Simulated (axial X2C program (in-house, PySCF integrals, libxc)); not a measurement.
# CaSb along the bond: HF, two-component

All values were computed with an in-house relativistic program for diatomic molecules. Two-component (2c) means X2C with spin–orbit coupling and atomic mean-field two-electron Coulomb and Gaunt terms. Basis: Sb dyall-cv3z [11s12p8d4f1g], Ca dyall-cv3z [11s12p6d4f] (cores contracted in-house); Gaussian nuclei, density fitting, unrestricted open shells. Masses: Sb 120.904 u, Ca 39.963 u.

State: Ω = 3/2 (⟨Sz⟩ = 1.41, ⟨Lz⟩ = 0.09 at HF). Dipoles are positive if Ca is the positive end.

Results along the bond:

```
R (Å)  μ (D)  HOMO (eV)  LUMO (eV)
2.611  3.081      -5.61       0.08
2.731  3.212      -5.64       0.06
2.821  3.376      -5.67       0.03
2.911  3.577      -5.72       0.00
3.001  3.798      -5.76      -0.03
3.106  4.063      -5.82      -0.07
3.211  4.314      -5.87      -0.11
3.346  4.574      -5.94      -0.15
3.511  4.672      -6.00      -0.19
```

The state is one determinant whose occupation by symmetry is held fixed; it was picked as the lowest of a PBE0 search that is not exhaustive. PBE0 can misorder states that lie within some tenths of an eV, so this need not be the ground state of the molecule. The nearest other 2c determinant of the search, Ω = 1/2, lies 0.13 eV up at the distance of the search. With several unpaired electrons one determinant need not be a pure state. This is the top spin component of a Σ state; components of lower Ω are not single determinants and can lie lower. The stretched end of a curve changes character and is left out.
